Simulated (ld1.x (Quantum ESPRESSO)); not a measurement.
## Debugging a pseudopotential input (selenium (Se), ld1.x (Quantum ESPRESSO) 7.5)

Command:

```bash
ld1.x < Se.in > Se.out
```

Input:

```
&input
   title='Se', zed=34., rel=1, dft='PZ', iswitch=3,
   config='[Ar] 3d10 4s2 4p4',
   nld=3, rlderiv=1.85, eminld=-6.0, emaxld=5.0, deld=0.02
 /
 &inputp
   pseudotype=3, lpaw=.true., tm=.true., lloc=-1,
   nlcc=.false.,
   which_augfun='PSQ', rmatch_augfun_nc=.true.,
   file_pseudopw='Se.UPF', file_wfcaegen='ae.wfc', file_wfcncgen='nc.wfc', file_beta='beta', file_chi='chi', file_wfcusgen='us.wfc'
 /
6
4S  1  0   2.00   0.00  1.50  1.70  0.0
4S  1  0   0.00   0.15  1.50  1.70  0.0
4P  2  1   4.00   0.00  1.25  1.70  0.0
4P  2  1   0.00   0.20  1.25  1.70  0.0
3D  3  2  10.00   0.00  1.15  1.35  0.0
3D  3  2   0.00  -1.95  1.15  1.35  0.0
 &test
   configts(1)='3d10 4s2 4p4'
 /
```

Output:

```
Program LD1 v.7.5

 %%%%%%%%%%%%%%%%%%%%%%%%%%%%%%%%%%%%%%%%%%%%%%%%%%%%%%%%%%%%%%%%%%%%%%%%%%%%%%
     Error in routine ld1_readin (1):
     rcloc must be positive
 %%%%%%%%%%%%%%%%%%%%%%%%%%%%%%%%%%%%%%%%%%%%%%%%%%%%%%%%%%%%%%%%%%%%%%%%%%%%%%

     stopping ...
```

Q: This input was made by a single change from one that runs to its end. What was changed?

A: The change: rcloc left out although the local part is a smoothed all-electron potential. The program refuses the input: "ld1_readin: rcloc must be positive".
